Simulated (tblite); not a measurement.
Cl₄MoO, charge -1, doublet, at a GFN2-xTB geometry (such geometries of metal compounds can be far from the true shape) (the multiplicity is a formal guess); IPEA1-xTB (tblite).

Input for tblite:
```
$ tblite run mol.xyz --method ipea1 --charge -1 --spin 1 --json tblite.json --no-restart

# file mol.xyz
6

Mo     0.18481073    -0.20270312     0.16350579
O      1.13513898    -1.24503705     1.00428040
Cl    -1.22859589    -1.44997129    -1.24480088
Cl     0.73320875     1.99331915     0.80652187
Cl     1.28485643     0.36301879    -1.83813904
Cl    -1.78024356     0.18032907     1.39986003
```

Task: What does tblite print? Leave out banner, timings and long lists.

Result: 
```
xTB calculator
 | screened Coulomb repulsion
 | Coulomb electrostatics
 |  * isotropic Klopman-Ohno-Mataga-Nishimoto electrostatics
 |  * onsite third-order electrostatics
 | DFT-D3(BJ) dispersion correction

halogen bonding energy    0.0000000000000E+00 Eh
repulsion energy          4.3263269144933E-02 Eh
dispersion energy        -4.5575497804664E-03 Eh
number of electrons       4.1000000000000E+01 e
integral cutoff           4.0000000000000E+01 bohr

------------------------------------------------------------
  cycle        total energy    energy error   density error
------------------------------------------------------------
      1     -24.49571585715  -2.4534422E+01   8.7063001E-01
      2     -24.41598534703   7.9730510E-02   5.1906575E-01
      3     -24.71666452282  -3.0067918E-01   3.9376672E-01
      4     -24.94046079256  -2.2379627E-01   6.8835187E-02
      5     -24.93984989109   6.1090147E-04   1.2461251E-02
      6     -24.94009287532  -2.4298424E-04   1.6833982E-02
      7     -24.94073853266  -6.4565733E-04   2.9779822E-03
      8     -24.94076119345  -2.2660791E-05   7.8339072E-05
      9     -24.94076120394  -1.0496176E-08   4.4834788E-05
     10     -24.94076120898  -5.0357407E-09   1.0842083E-06
------------------------------------------------------------

electronic energy        -2.4979466928345E+01 Eh
total energy             -2.4940761208981E+01 Eh

Post processing:
 | Mayer-Wiberg bond orders

[Info] JSON dump of results written to 'tblite.json'
```
